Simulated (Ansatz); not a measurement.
(H2Al-mu-OH)3 (Al3O3H9), relaxed as a singlet with RKS PBE-D4/def2-SVP in Ansatz, starting from the GFN2-xTB geometry. Force threshold 0.02 eV/Å.

Start:

```xyz
15

Al    1.1141    0.7161   -1.4622
H     2.5386    1.2153   -1.1207
H     0.5104    0.7419   -2.8854
O     0.9488   -0.9688   -0.8203
Al    0.0610   -1.9237    0.4352
H     1.0900   -2.3965    1.4884
H    -0.9240   -2.8692   -0.2925
O    -0.9054   -0.5767    1.1644
Al   -1.1796    1.2061    1.0231
H    -0.6027    1.8832    2.2891
H    -2.6236    1.4224    0.5133
O    -0.0423    1.5457   -0.3442
H     1.5274   -1.5510   -1.3161
H    -1.4636   -0.9315    1.8589
H    -0.0494    2.4866   -0.5310
```

Q: Estimate the energy that the relaxation releases and the steps that it takes.

A: 73.3 kJ/mol, in 17 steps; 21 s on 4 threads of AMD EPYC 7B13 on a shared host. The force fell under the threshold at step 14, but the optimiser went on. No frequencies were taken in this run, so the end may be a saddle point.

Q: Does the start keep its bonding and symmetry?

A: By distances, no bond broke or formed. The bond that changes most is O4–Al5, from 1.81 to 1.88 Å (atoms count from 1).

Q: Predict the relaxed structure.

A: 
```tsv
atom	x (Å)	y (Å)	z (Å)
Al1	0.724	0.577	-1.565
H2	2.079	1.203	-2.150
H3	-0.594	0.243	-2.401
O4	1.239	-0.988	-0.663
Al5	0.134	-1.915	0.550
H6	0.928	-1.968	1.936
H7	-0.575	-3.168	-0.145
O8	-1.182	-0.571	0.593
Al9	-1.104	1.234	1.122
H10	-0.419	1.379	2.559
H11	-2.530	1.838	0.726
O12	0.218	1.691	-0.140
H13	2.200	-1.144	-0.608
H14	-1.980	-0.789	0.074
H15	0.862	2.377	0.111
```
Bond lengths (bridged metal pairs left out): 6 × Al–O 1.88 Å; 6 × Al–H 1.60 Å; 3 × H–O 0.97 to 0.98 Å.
